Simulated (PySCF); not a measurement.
Run times: erbium in even-tempered 15s9p5d4f

Measured wall times of calculations with PySCF 2.14 in an even-tempered Gaussian basis (15 s from 35 bohr⁻², ratio 2.5; 9 p from 46 bohr⁻², ratio 2.5; 5 d from 180 bohr⁻², ratio 2.7; 4 f from 280 bohr⁻², ratio 2.7), with the non-relativistic Hamiltonian (point nucleus), run from one Python driver. Hardware: 1 thread of Neoverse-N1 on a shared host, 1.3 GiB allowed. The two-electron integrals over 95 functions were computed once and kept in memory (0.25 CPU seconds with the set-up); the times below exclude them. Kohn-Sham runs start from converged Hartree-Fock orbitals.

Launch command (the driver calls PySCF for each step listed in the task file):

```bash
OMP_NUM_THREADS=1 python atomrun2.py TASK.json OUT
```

```
             species                           step  iterations  wall time (s)
        Er(58+) [Ne]  UHF with spin-orbit constants           1              3
        Er(58+) [Ne]                            LDA           4           0.47
        Er(58+) [Ne]                            PBE           3           0.48
        Er(58+) [Ne]                           PBE0           3           0.85
        Er(58+) [Ne]                         r2SCAN           3            1.2
        Er(58+) [Ne]                          B97-3           3           0.86
        Er(58+) [Ne]                           TPSS           3            1.2
        Er(58+) [Ne]             MP2 (10 electrons)                       0.92
Er(59+) [He] 2s2 2p5  UHF with spin-orbit constants           4            3.1
Er(59+) [He] 2s2 2p5                            LDA           4           0.47
Er(59+) [He] 2s2 2p5                            PBE           3           0.47
Er(59+) [He] 2s2 2p5                           PBE0           3           0.84
Er(59+) [He] 2s2 2p5                         r2SCAN           3            1.2
Er(59+) [He] 2s2 2p5                          B97-3           3           0.85
Er(59+) [He] 2s2 2p5                           TPSS           3            1.2
Er(59+) [He] 2s2 2p5              MP2 (9 electrons)                       0.89
Er(60+) [He] 2s2 2p4  UHF with spin-orbit constants           4            3.1
Er(60+) [He] 2s2 2p4                            LDA           4           0.47
Er(60+) [He] 2s2 2p4                            PBE           3           0.47
Er(60+) [He] 2s2 2p4                           PBE0           3           0.84
Er(60+) [He] 2s2 2p4                         r2SCAN           3            1.2
Er(60+) [He] 2s2 2p4                          B97-3           3           0.85
Er(60+) [He] 2s2 2p4                           TPSS           3            1.2
Er(60+) [He] 2s2 2p4              MP2 (8 electrons)                       0.86
```

Peak memory of the process: 0.29 GiB. Times on a shared host vary from run to run.
